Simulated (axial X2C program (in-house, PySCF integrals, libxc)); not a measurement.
**Low determinants of IrH at the PBE0 level, two-component**

All values were computed with an in-house relativistic program for diatomic molecules. Two-component (2c) means X2C with spin–orbit coupling and atomic mean-field two-electron Coulomb and Gaunt terms. Basis: Ir dyall-cv3z [13s14p9d6f4g], H dyall-v3z [6s2p1d] (cores contracted in-house); Gaussian nuclei, density fitting, unrestricted open shells. Masses: Ir 192.963 u, H 1.008 u.

Search at 1.540 Å (vertical energies from the lowest determinant):

| ΔE (eV) | state | electrons beyond evenly filled partner blocks | electrons in ±ω = 1/2, 3/2, 5/2, 7/2 |
| --- | --- | --- | --- |
| 0.00 | Ω = 3 | ω = 1/2, ω = 5/2 | 43 24 9 2 |
| 0.08 | Ω = 4 | ω = 3/2, ω = 5/2 | 44 23 9 2 |
| 0.29 | Ω = 1 | ω = -3/2, ω = 5/2 | 44 23 9 2 |
| 0.49 | Ω = 2 | ω = -1/2, ω = 5/2 | 43 24 9 2 |
| 0.55 | Ω = 1 | ω = -1/2, ω = 3/2 | 43 23 10 2 |
| 0.66 | Ω = 0 | none | 44 24 8 2 |
| 0.80 | Ω = 2 | ω = 1/2, ω = 3/2 | 43 23 10 2 |

Lowest determinant, Ω = 3 (⟨Sz⟩ = 0.94, ⟨Lz⟩ = 2.06 at PBE0): Re = 1.551 Å, ωe = 2312.7 cm⁻¹.

The determinant in row 2 of the search, Ω = 4 (⟨Sz⟩ = 0.94, ⟨Lz⟩ = 3.06 at PBE0), was followed along the bond at PBE0; measured from the minimum of the lowest determinant it gives:

Te = 0.074 eV (594 cm⁻¹), Re = 1.560 Å, ωe = 2286.1 cm⁻¹.

**Question.** Compare the bond of the determinant in row 2 with that of the lowest one.

**Answer.** At PBE0 its Re is 0.009 Å longer and its force constant, which goes as ωe², is 0.98 times that of the lowest determinant. T0 ≈ Te + Δωe/2 = 594 + (-13) = 581 cm⁻¹.

The search compares states at one distance, so a state with another bond length can lie lower; it is not exhaustive and yields mostly the lowest determinant of each block pattern, so other components and higher states of one pattern are missing. These are energies of single determinants, not of spin-adapted states; PBE0 term energies can be off by some tenths of an eV, and the functional has no current term. Open-shell Ω = 0 determinants with evenly filled partner blocks cannot be reached by this program, so the Ω shown need not be the lowest component. The lowest determinant need not be the ground state where others lie within half an eV.
